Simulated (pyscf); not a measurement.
PySCF, gas phase, ωB97X-D3(BJ)/def2-SVP geometries.

Problem. How much does it cost (ΔH, 298 K, ωB97M-D3(BJ)/def2-TZVP) to split O=Mo(=O)(OH)–O–B(Cl)–Cl at its B–O bond into [O–Mo(=O)(=O)–OH]• + [Cl–B–Cl]•?

Solution. B–O to [O–Mo(=O)(=O)–OH]• + [Cl–B–Cl]•: 148.8 kcal/mol. The 7 functionals that were run give +137.8 (PBE) to +149.2 kcal/mol (M06-2X). The radicals are drawn with the spin at the cut bond; how far it spreads was not checked. Other isomers of [O–Mo(=O)(=O)–OH]• were not searched in full and may lie lower. Open-shell species with a d-block atom are single-reference here; other states, and whether the spin sits on metal or ligand, were not checked. Elements past Kr carry the def2 core potentials, without spin-orbit coupling.
